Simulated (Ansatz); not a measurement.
System: sum formula H3BO2F (charge +1, singlet). It need not be the lowest isomer of its formula. 
Geometry from a B3LYP-D3(BJ)/def2-TZVP (Ansatz, an electronic-structure program) optimisation:
```
B
F 1 1.2955
O 1 1.3097 2 135.18
H 3 0.9677 1 120.57 2 0.00
O 1 1.4826 2 112.55 3 -180.00
H 5 0.9749 1 123.00 2 0.00
H 5 0.9755 6 115.25 1 180.00
```
Charge +1, spin multiplicity 1.

Parts of the frozen-core correlation energy in cc-pVQZ (Ansatz, hartree). Frozen orbitals: 4; correlated occupied orbitals by spin: 12 and 12; virtual: 294 and 294. Spin-orbit coupling is left out. Non-relativistic.

| term | value |
|---|---|
| reference (HF) | -275.61665 |
| MP2 opposite-spin | -0.66687 |
| MP2 same-spin | -0.21972 |
| CCSD correlation | -0.88930 |
| (T) | -0.03013 |
| T1 diagnostic | 0.011 |
| largest doubles amplitude | 0.024 |
